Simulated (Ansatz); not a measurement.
A set of 12 reactions (hydrogenolysis), with CCSD(T)/CBS values in kJ/mol:

```
                                                 reaction      ΔE
 `O[SiH]([SiH3])[GaH2]` + H₂ → `O[SiH2][SiH3]` + `[GaH3]`    -0.1
                        `CB(N)[SiH3]` + H₂ → `CBN` + SiH₄   -37.1
                          `[Cl][Au]` + H₂ → `[AuH]` + HCl   -16.3
                  `BOC(C)[SiH3]` + H₂ → `CC[SiH3]` + `BO`  -106.9
                 `CO[SiH](S)Cl` + H₂ → `CO[SiH2]Cl` + H₂S    42.1
                            `CNC=O` + H₂ → `C=O` + CH₃NH₂    40.8
                   `CO[SiH2]SC` + H₂ → `CS[SiH3]` + CH₃OH    85.6
                           `FB(Br)Br` + H₂ → `FBBr` + HBr    46.6
                  `CCCC(C)(C)C` + H₂ → `CCC(C)(C)C` + CH₄   -67.2
                          `C#CCNCO` + H₂ → `CNCO` + `C#C`   -37.8
            `[OH][AlH][CH]=S` + H₂ → `[OH][AlH2]` + `C=S`    -5.5
`N[CH2][GeH]([F])[SH]` + H₂ → `[CH3][GeH]([F])[SH]` + NH₃  -118.4
```

Calculated with Ansatz (gas phase, PBE0-D4/def2-TZVP geometries, no zero-point term in ΔE). CCSD(T)/CBS adds triple-zeta CCSD(T) − MP2 to the extrapolated MP2 energy (def2 sets, frozen cores). This one scheme is used for every species. DFT in def2-TZVPP. B3LYP here is the variant with VWN-RPA as its local correlation; programs differ in this. def2 core potentials past Kr. For Au, Br, Ga, Ge outer-core shells are correlated without core-valence functions, which leaves a few kJ/mol of doubt a bond. Scalar relativity is left out up to krypton. One conformer a species, not always the lowest.

Give the mean, mean absolute and largest difference (level minus CCSD(T)/CBS, kJ/mol) for: PBE0-D4, B3LYP-D4, ωB97X-V, ωB97M-V, B2PLYP, PBE0, B3LYP, MP2/def2-TZVPP, SCS-MP2/def2-TZVPP, CCSD/def2-TZVPP, HF/def2-QZVPP, MP2/def2-QZVPP, HF/CBS(def2), CCSD/CBS(def2). (Estimate.)

The calculation gave: 
```csv
level,mean,mean absolute,largest
PBE0-D4,2.1,4.5,14.8
B3LYP-D4,1.4,3.7,11.3
ωB97X-V,0.4,5.2,18.0
ωB97M-V,0.6,3.7,16.8
B2PLYP,-4.4,5.5,-9.5
PBE0,-3.1,5.4,-14.8
B3LYP,-8.0,9.1,-13.9
MP2/def2-TZVPP,1.6,4.5,-10.4
SCS-MP2/def2-TZVPP,-3.4,3.8,-11.0
CCSD/def2-TZVPP,-7.1,7.1,-10.9
HF/def2-QZVPP,-18.7,25.5,41.0
MP2/def2-QZVPP,3.0,4.6,8.9
HF/CBS(def2),-18.7,25.5,41.2
CCSD/CBS(def2),-4.6,4.8,-6.2
```

The largest T1 diagnostic in the set is 0.027, for `[AuH]` (customary mark 0.02).

CCSD(T)/CBS is a level of theory with its own doubt, and the functionals carry their triple-zeta basis error, so these figures describe this set and don't rank the functionals.
